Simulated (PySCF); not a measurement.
Screening by computed properties: pick the candidate that meets the target.

Each SMILES stands for a single optimised conformer of the isolated species, non-relativistic unless stated. Electronic properties by PySCF.

Dipoles, sizes and rotational constants follow the conformer. The torsions of the flexible species, by atom-mapped SMILES:
- `[CH2:1]=[CH:2][O:3][CH:4]([F:5])[F:6]`: C1–C2–O3–C4 9°, C2–O3–C4–F5 168°
- `[CH3:1][O:2]/[C:3]([F:4])=[CH:5]\[F:6]`: C1–O2–C3–F4 0°
- `[CH3:1][NH:2][CH2:3][CH:4]([SiH3:5])[SiH3:6]`: C1–N2–C3–C4 -170°, N2–C3–C4–Si5 39°
- `[CH3:1][Si@H:2]([F:3])[N:4]([SiH3:5])[SiH3:6]`: C1–Si2–N4–Si5 -58°
- `[CH3:1][SiH2:2][Si@H:3]([F:4])[NH:5][SiH3:6]`: C1–Si2–Si3–F4 46°, Si2–Si3–N5–Si6 -60°
- `[CH3:1][NH:2][SiH2:3][SiH2:4][SiH2:5][F:6]`: C1–N2–Si3–Si4 54°, N2–Si3–Si4–Si5 -74°, Si3–Si4–Si5–F6 -12°

Problem. Wanted: lowest triplet excitation (Tamm–Dancoff) between 4 eV and 5 eV (TDA CAM-B3LYP/def2-SVPD) and HOMO–LUMO gap below 10 eV (CAM-B3LYP/def2-SVPD), at GFN2-xTB geometries. Which candidate meets both?
A. `C[Si@H](F)N([SiH3])[SiH3]`
B. `CO/C(F)=C\F`
C. `CNCC([SiH3])[SiH3]`
D. `C#C[P@@]1(=O)C=C1[SiH3]`
E. `C=COC(F)F`

Solution. B. Computed values:
| species | lowest triplet excitation (Tamm–Dancoff) | HOMO–LUMO gap |
| --- | --- | --- |
| C#C[P@@]1(=O)C=C1[SiH3] | 3.89 eV | 8.13 eV |
| CO/C(F)=C\F | 4.31 eV | 9.17 eV |
| C=COC(F)F | 4.51 eV | 10.28 eV |
| CNCC([SiH3])[SiH3] | 5.93 eV | 9.29 eV |
| C[Si@H](F)N([SiH3])[SiH3] | 6.15 eV | 9.73 eV |

Problem. Wanted: electronic spatial extent ⟨r²⟩ about the centre of nuclear charge above 1420 bohr² (CAM-B3LYP/def2-SVPD) and lowest singlet excitation below 6.3 eV (TDDFT CAM-B3LYP/def2-SVPD), at GFN2-xTB geometries. Which candidate meets both?
A. `C[Si@H](F)N([SiH3])[SiH3]`
B. `CO/C(F)=C\F`
C. `C=COC(F)F`
D. `C[SiH2][Si@H](F)N[SiH3]`
E. `F[SiH2][SiH2][SiH2]NC`

Solution. D. Computed values:
```
                  species  electronic spatial extent ⟨r²⟩ about the centre of nuclear charge  lowest singlet excitation
                C=COC(F)F                                                          556 bohr²                    7.33 eV
              CO/C(F)=C\F                                                          602 bohr²                    6.18 eV
C[Si@H](F)N([SiH3])[SiH3]                                                         1237 bohr²                    6.45 eV
    F[SiH2][SiH2][SiH2]NC                                                         1405 bohr²                    5.26 eV
  C[SiH2][Si@H](F)N[SiH3]                                                         1443 bohr²                    5.75 eV
```

Problem. Wanted: static isotropic polarisability below 70 au (CAM-B3LYP/def2-SVPD) and dipole moment above 1.5 D (CAM-B3LYP/def2-SVPD), at GFN2-xTB geometries. Which candidate meets both?
A. `C[Si@H](F)N([SiH3])[SiH3]`
B. `C[SiH2][Si@H](F)N[SiH3]`
C. `C(=C)OC(F)F`
D. `C#C[P@@]1(=O)C=C1[SiH3]`

Solution. C. Computed values:
```
                  species  static isotropic polarisability  dipole moment
              C(=C)OC(F)F                          43.7 au         2.63 D
C[Si@H](F)N([SiH3])[SiH3]                          93.4 au         1.70 D
  C#C[P@@]1(=O)C=C1[SiH3]                          95.4 au         4.57 D
  C[SiH2][Si@H](F)N[SiH3]                          98.8 au         1.30 D
```
